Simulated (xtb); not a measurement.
C₆H₁₅B, singlet, from a rough starting geometry; GFN2-xTB (xtb).

Here is a job for xtb.
```
$ xtb mol.xyz --gfn 2 --opt vtight --json

# file mol.xyz
22

B      0.06740012     0.03535755     0.11402459
C      1.34253723     0.22425636    -0.72033493
C      1.23808018    -0.09390181    -2.28094997
H      2.19601244    -0.42816013    -0.41207629
H      1.70514809     1.18568783    -0.61910404
H      0.48476089     0.56636295    -2.74177084
H      0.97754073    -1.14313075    -2.45236676
H      2.15061415     0.06111752    -2.74619601
C     -1.34101378    -0.23113924    -0.46124090
C     -2.04813138     1.14687156    -0.60611694
H     -2.01142760    -0.77162556     0.22222145
H     -1.37902586    -0.72024411    -1.37650395
H     -1.44036615     1.78928588    -1.32305863
H     -2.06878497     1.73146257     0.30327292
H     -3.10739531     1.06573866    -0.95673946
C      0.32239811     0.16719993     1.67721276
C      0.59943115    -1.25399365     2.35533504
H     -0.61025980     0.53388523     2.28217984
H      1.09727806     0.84777573     2.01914683
H      1.57770046    -1.61060248     1.92591487
H     -0.20623806    -1.94513741     2.11414389
H      0.66740982    -1.17133746     3.46715893
```

What the program printed (banner, timings and long lists left out):

```
   ID    Z sym.   atoms
    1    5 B      1
    2    6 C      2, 3, 9, 10, 16, 17
    3    1 H      4-8, 11-15, 18-22

           -------------------------------------------------
          |                Calculation Setup                |
           -------------------------------------------------

           -------------------------------------------------
          |                 G F N 2 - x T B                 |
           -------------------------------------------------

          ...................................................
          :                      SETUP                      :
          :.................................................:
          :  # basis functions                  43          :
          :  # atomic orbitals                  43          :
          :  # shells                           29          :
          :  # electrons                        42          :
          :  max. iterations                   250          :
          :  Hamiltonian                  GFN2-xTB          :
          :  restarted?                      false          :
          :  GBSA solvation                  false          :
          :  PC potential                    false          :
          :  electronic temp.          300.0000000     K    :
          :  accuracy                    1.0000000          :
          :  -> integral cutoff          0.2500000E+02      :
          :  -> integral neglect         0.1000000E-07      :
          :  -> SCF convergence          0.1000000E-05 Eh   :
          :  -> wf. convergence          0.1000000E-03 e    :
          :  Broyden damping             0.4000000          :
          :  net charge                          0          :
          :  unpaired electrons                  0          :
          ...................................................

 iter      E             dE          RMSdq      gap      omega  full diag
   1    -21.7516639 -0.217517E+02  0.489E+00    6.28       0.0  T
   2    -21.9573499 -0.205686E+00  0.370E+00    3.36       1.0  T
   3    -21.9851236 -0.277737E-01  0.194E+00    4.79       1.0  T
   4    -21.9907888 -0.566520E-02  0.713E-01    4.01       1.0  T
   5    -22.0051417 -0.143529E-01  0.176E-01    4.45       1.0  T
   6    -22.0051327  0.900279E-05  0.455E-02    4.47       1.0  T
   7    -22.0051483 -0.155146E-04  0.102E-02    4.46       2.1  T
   8    -22.0051488 -0.585895E-06  0.373E-03    4.45       5.7  T
[...]
 * total energy  :   -21.7073330 Eh     change       -0.1127724E-05 Eh
 * total energy  :   -21.7073343 Eh     change       -0.1321905E-05 Eh
 * total energy  :   -21.7073347 Eh     change       -0.3898742E-06 Eh
 * total energy  :   -21.7073351 Eh     change       -0.3875490E-06 Eh
 * total energy  :   -21.7073355 Eh     change       -0.4170150E-06 Eh
 * total energy  :   -21.7073360 Eh     change       -0.4462260E-06 Eh
 * total energy  :   -21.7073364 Eh     change       -0.4741650E-06 Eh
 * total energy  :   -21.7073369 Eh     change       -0.4752609E-06 Eh
 * total energy  :   -21.7073373 Eh     change       -0.3931140E-06 Eh
 * total energy  :   -21.7073375 Eh     change       -0.2379141E-06 Eh
 * total energy  :   -21.7073377 Eh     change       -0.1109805E-06 Eh
 * total energy  :   -21.7073377 Eh     change       -0.4248617E-07 Eh
   *** GEOMETRY OPTIMIZATION CONVERGED AFTER 31 ITERATIONS ***
         :: total energy             -21.707337700141 Eh    ::
[...]
     1   5 B    3.262 --     2 C    1.033     9 C    1.016    16 C    1.011
     2   6 C    3.974 --     1 B    1.033     3 C    1.017     4 H    0.957
                             5 H    0.942
     3   6 C    3.997 --     2 C    1.017     7 H    0.989     8 H    0.989
                             6 H    0.988
     4   1 H    0.999 --     2 C    0.957
     5   1 H    0.998 --     2 C    0.942
     6   1 H    0.999 --     3 C    0.988
     7   1 H    0.999 --     3 C    0.989
     8   1 H    0.999 --     3 C    0.989
     9   6 C    3.977 --     1 B    1.016    10 C    0.989    11 H    0.974
                            12 H    0.971
    10   6 C    3.997 --    14 H    0.990     9 C    0.989    13 H    0.989
                            15 H    0.986
    11   1 H    0.999 --     9 C    0.974
    12   1 H    0.999 --     9 C    0.971
    13   1 H    0.999 --    10 C    0.989
    14   1 H    0.999 --    10 C    0.990
    15   1 H    0.999 --    10 C    0.986
    16   6 C    3.975 --     1 B    1.011    17 C    0.992    19 H    0.977
                            18 H    0.970
    17   6 C    3.997 --    16 C    0.992    20 H    0.990    21 H    0.989
                            22 H    0.986
    18   1 H    0.999 --    16 C    0.970
    19   1 H    1.000 --    16 C    0.977
    20   1 H    0.999 --    17 C    0.990
    21   1 H    0.999 --    17 C    0.989
    22   1 H    0.999 --    17 C    0.986
 ---------------------------------------------------------------------------

Topologies differ in total number of bonds
Writing topology from bond orders to xtbtopo.mol

molecular dipole:
                 x           y           z       tot (Debye)
 q only:        0.022       0.031       0.007
   full:        0.036       0.052       0.020       0.168
molecular quadrupole (traceless):
                xx          xy          yy          xz          yz          zz
 q only:       -0.167      -0.018       0.920       0.163      -0.128      -0.752
  q+dip:        1.223       0.674      -0.781      -0.163       0.100      -0.442
   full:        0.192       0.050       0.816       0.009      -0.168      -1.007

optimized geometry written to: xtbopt.xyz

           -------------------------------------------------
          | TOTAL ENERGY              -21.707337700141 Eh   |
          | GRADIENT NORM               0.000017766989 Eh/α |
          | HOMO-LUMO GAP               4.384425092611 eV   |
           -------------------------------------------------
```
